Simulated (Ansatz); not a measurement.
Species: CH8Si3, SMILES `C/[SiH]=[SiH]/[SiH3]` (charge 0, multiplicity 1), formula CH8Si3.

Problem. How many basis functions does frozen-core CCSD(T)/cc-pVTZ // PBE0-D3(BJ)/def2-TZVP in Ansatz (an electronic-structure program) use, how many core orbitals are frozen, and how many electrons are correlated?

Solution. 244 basis functions and 16 frozen orbitals, which leaves 24 correlated electrons. Core time is of the order of minutes.
